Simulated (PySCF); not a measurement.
1,1-difluorobuta-1,2-diene (C4H4F2), SMILES CC=C=C(F)F.

Geometry optimised at PBE0-D3(BJ)/def2-SVP.

Level of theory: PBE/def2-TZVP in PySCF.

Symmetry labels are those of the subgroup Cs that the program uses (full group Cs).

Computed valence orbital energies around the gap with their symmetry:
| orbital | symmetry | energy (eV) |
|---|---|---|
| HOMO−7 | A' | -10.81 |
| HOMO−6 | A" | -10.51 |
| HOMO−5 | A" | -10.46 |
| HOMO−4 | A' | -10.45 |
| HOMO−3 | A" | -9.99 |
| HOMO−2 | A' | -9.37 |
| HOMO−1 | A" | -6.94 |
| HOMO | A' | -5.93 |
| LUMO | A" | -1.64 |
| LUMO+1 | A' | -0.33 |
| LUMO+2 | A' | 0.89 |
| LUMO+3 | A' | 1.53 |
